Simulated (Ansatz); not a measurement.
The cluster ZrO4H4. The state is a triplet with charge 0. Geometry PBE-D4/def2-SVP, that of the neutral singlet; atoms count from 1.

Cartesian coordinates in Å:
```
Zr -0.163 0.024 0.166
O 1.890 -0.477 -0.731
O 1.045 0.540 -1.405
O -1.341 1.528 0.376
O -1.094 -1.653 -0.026
H -1.948 2.277 0.450
H -1.745 -2.313 -0.301
H 2.613 0.066 -0.344
H 0.743 0.007 1.816
```

In the def2 sets Zr takes a core potential; there is no spin–orbit coupling. The structure holds one bond between oxygen atoms, so isomers without such links may lie far lower. At PBE0-D4/def2-TZVP a singlet of charge 0 lies 4.10 eV below the triplet at the same geometry. The structure comes from a short search, and lower isomers may exist.

Q: Estimate the Mulliken populations from the PBE0/def2-TZVP orbitals of Ansatz.

A: 
| atom | charge (e) | spin (α − β) | d electrons |
| --- | --- | --- | --- |
| Zr1 | 1.34 | 0.01 | 1.86 |
| O2 | -0.39 | 0.69 | – |
| O3 | -0.31 | 1.22 | – |
| O4 | -0.74 | 0.01 | – |
| O5 | -0.75 | 0.01 | – |
| H6 | 0.33 | 0.00 | – |
| H7 | 0.34 | 0.00 | – |
| H8 | 0.34 | 0.03 | – |
| H9 | -0.16 | 0.03 | – |
Mulliken values depend strongly on the basis.

Q: Where does the spin sit?

A: Summed by element: Zr 0.01, O 1.93, H 0.06, of 2 unpaired in all. Largest on single atoms: O3 1.22, O2 0.69, H9 0.03.

Q: And the Mayer bond orders between heavy atoms (over 0.3)?

A: Zr1–O2 0.39 (2.30 Å); Zr1–O3 0.73 (2.05 Å); Zr1–O4 0.98 (1.92 Å); Zr1–O5 0.97 (1.93 Å); O2–O3 0.55 (1.48 Å).
